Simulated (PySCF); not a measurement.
# Dipole response of Al (aluminium, neutral)

[Ne] 3s2 3p1, 2P determinant. All numbers are calculated (PySCF 2.14, the spin-free X2C one-electron Hamiltonian (Gaussian nucleus), in aug-cc-pCVQZ-DK). Coupled (time-dependent) response in atomic units; α is the mean over directions.

```csv
method,mean α (bohr³),"α xx, yy, zz",C₆ (like pair),S(−4)
MN15,71.16,"57.36, 98.76, 57.36",627.6,3675
```

S(−4) is the Cauchy moment in α(ω) = α(0) + S(−4) ω² + …

Reference α: 57.8 ± 1 bohr³ (recommended; Schwerdtfeger and Nagle, table of static dipole polarizabilities (2023 update)). Published C₆: 528.0 (Chu and Dalgarno (2004); Tang, Norbeck and Certain (1976)).

α(iu) at MN15:

```csv
u (hartree),α(iu) (bohr³)
0,71.16
0.0500,63.48
0.100,49.89
0.200,29.62
0.300,18.55
0.500,8.789
0.750,4.494
1.00,2.756
1.50,1.403
2.00,0.8902
3.00,0.4864
5.00,0.2326
```

The components differ because the open shell of this determinant is not spherical; for a pure term their mean is the scalar polarisability.
